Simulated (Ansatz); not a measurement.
Consider the hydrogen abstraction from a Ge–H bond: `[F][GeH]([SH])[Cl]` + `[SiH3]`• → `[F][Ge]([SH])[Cl]`• + SiH₄.

Computed with Ansatz on PBE0-D4/def2-TZVP structures; ΔE is electronic, products minus reactants. CBS: MP2 limit from def2 TZ/QZ plus the TZ coupled-cluster correction, frozen cores. This one scheme is used for every species. DFT in def2-TZVPP. HSE06 is defined as in plane-wave codes. Open shells (•) are unrestricted, without spin–orbit coupling. For Ge outer-core shells are correlated without core-valence functions, which leaves a few kJ/mol of doubt a bond. Scalar relativity is left out up to krypton. One conformer a species, not always the lowest.

| level | ΔE (eV) |
| --- | --- |
| r2SCAN-D4 | -0.49 |
| r2SCANh-D4 | -0.46 |
| r2SCAN0-D4 | -0.43 |
| ωB97M-V | -0.57 |
| PBE | -0.60 |
| HSE06 | -0.49 |
| CCSD(T)/def2-TZVPP | -0.38 |
| SCS-MP2/def2-QZVPP | -0.39 |

Question: What does CCSD(T)/CBS give? (Best estimate.)

Answer: The calculation gave: -0.40 eV. The listed levels differ from it by -0.09, -0.06, -0.03, -0.17, -0.20, -0.09, 0.02, 0.01 eV.

Largest T1 diagnostic among the species: 0.015.

At CCSD(T), def2-SVP lies +0.08 eV from the extrapolated value and def2-TZVPP +0.02 eV. From BLYP to BHLYP (50 % exact exchange), in def2-TZVPP and without D4, ΔE moves by +0.23 eV.
